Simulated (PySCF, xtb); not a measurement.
CH5ISi, SMILES C[SiH2]I.

Harmonic wavenumbers (cm⁻¹) from xtb with GFN2-xTB at its own minimum, in rising order: 129, 148, 386, 452, 585, 691, 766, 782, 833, 839, 1377, 1477, 1479, 2317, 2329, 3027, 3030, 3037.

Q: What does B3LYP-D3(BJ)/def2-SVP in PySCF give at its own minimum? (The exact figures need the calculation; the answer reports its results.)

A: 161, 172, 342, 477, 632, 681, 733, 888, 891, 953, 1271, 1427, 1434, 2234, 2241, 3032, 3125, 3141. Paired by order, the mean absolute difference is 59 cm⁻¹ and the zero-point energies are 33.9 and 34.1 kcal/mol.
